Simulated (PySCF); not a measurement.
Spectrum to structure. Method used: PySCF, TDDFT wB97X-D/def2-SVPD, vertical, gas phase, core orbitals frozen in the response. Geometries: GFN2-xTB, one conformer each.

| state | λ (nm) | f |
| --- | --- | --- |
| S1 | 208.3 | 0.053 |
| S2 | 189.2 | 0.021 |
| S3 | 188.4 | 0.130 |
| S4 | 169.0 | 0.018 |
| S5 | 164.9 | 0.039 |
| S6 | 163.1 | 0.043 |
| S7 | 156.7 | 0.013 |
| S8 | 155.0 | 0.307 |

Question: Which candidate is it? All have the formula FH9OSi4.
A. `F[SiH2]O[SiH]([SiH3])[SiH3]`
B. `F[SiH2][Si@H]([SiH3])O[SiH3]`
C. `[Si@H]([SiH2]O[SiH3])(F)[SiH3]`
D. `F[Si@@H](O[SiH3])[SiH2][SiH3]`
E. `O[SiH2][Si](F)([SiH3])[SiH3]`

Answer: A. Its S1 lies at 5.95 eV; the nearest of the others has S1 at 5.47 eV. S1 is HOMO→LUMO (88%), HOMO→LUMO+1 (8%). Löwdin shares by element: HOMO silicon 61% or more, oxygen 18% (atoms not listed hold the other 21%); LUMO silicon 66% or more, hydrogen 6% or more (atoms not listed hold the other 28%). At the same level the other candidates give, for their lowest levels:
- `F[Si@@H]([SiH3])[SiH2]O[SiH3]`: 228 nm (f 0.040); 201 nm (f 0.010); 191 nm (f 0.132); 187 nm (f 0.018); 170 nm (f 0.049); T1 4.85 eV; HOMO -9.79, LUMO 0.21 eV
- `F[SiH2][Si@H]([SiH3])O[SiH3]`: 227 nm (f 0.072); 207 nm (f 0.006); 187 nm (f 0.097); 174 nm (f 0.004); 172 nm (f 0.005); T1 4.80 eV; HOMO -9.73, LUMO 0.23 eV
- `O[SiH2][Si](F)([SiH3])[SiH3]`: 230 nm (f 0.061); 225 nm (f 0.036); 192 nm (f 0.001); 190 nm (f 0.001); 185 nm (f 0.026); T1 4.77 eV; HOMO -9.79, LUMO 0.15 eV
- `F[Si@@H](O[SiH3])[SiH2][SiH3]`: 191 nm (f 0.196); 185 nm (f 0.010); 171 nm (f 0.070); 167 nm (f 0.043); 163 nm (f 0.010); T1 5.59 eV; HOMO -9.97, LUMO 0.78 eV

Shape of the structure used: `[F:1][SiH2:2][O:3][SiH:4]([SiH3:5])[SiH3:6]`: F1–Si2–O3–Si4 -39°, Si2–O3–Si4–Si5 -64°.
Triplets come from the Tamm–Dancoff approximation.
